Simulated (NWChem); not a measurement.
CdSiH4S; SMILES [SiH3][Cd][SH]

```xyz
7

Cd    -0.0148     0.0455     0.0000
S     -0.0406     2.4162     0.0000
H      1.3088     2.5107     0.0001
Si     0.0017    -2.4552     0.0000
H     -0.6630    -3.0041    -1.2242
H     -0.7129    -3.0042     1.1956
H      1.4058    -2.9752     0.0289
```
Atoms are numbered in this order, from 1.

Program: NWChem. Structure relaxed at the PBE0/def2-SVP level. def2 effective core potentials on Cd; no spin-orbit coupling. Vertical excitations in the gas phase.

Task: What does the run give for B3LYP/def2-SVP, full TDDFT? Quantities: lowest excitation, singlet (eV); oscillator strength of that lowest state; orbital gap (eV).

Result: 
```
Property                                  Value
----------------------------------------  -----
lowest excitation, singlet (eV)            4.33
oscillator strength of that lowest state  0.001
orbital gap (eV)                           5.26
```
